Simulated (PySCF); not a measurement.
Computed shifts of a molecule C4H7ClSi, KT2/pcSseg-1 in PySCF, GIAO, gas phase, atoms alike by connectivity averaged where their shifts nearly agree, in ppm (number of nuclei): ²⁹Si: -63.6 (1). ¹³C: 135.8 (1), 133.4 (1), 50.0 (1), 29.8 (1). ¹H: 6.16 (1), 4.18 (3), 3.50 (1), 2.93 (1), 2.82 (1). References: ²⁹Si against TMS (σ = 361.9 ppm); ¹³C against TMS (σ = 185.1 ppm); ³⁵Cl against HCl (σ = 945.4 ppm); ¹H against TMS (σ = 31.47 ppm), references at their B3LYP-D3(BJ)/def2-TZVP geometries, non-relativistic (without spin–orbit terms, shifts of atoms bonded to Cl or Br come out too high). Geometry optimised at B3LYP-D3(BJ)/def2-SVP. Other conformers were not sampled.

### Question
Identify the compound among the candidates.
A) [SiH3][C@@H]1C=C(Cl)C1
B) C=C1C[SiH](Cl)C1
C) C#C[C@@H](C)[SiH2]Cl
D) [SiH3]C=C=CCCl

### Answer
A, [SiH3][C@@H]1C=C(Cl)C1
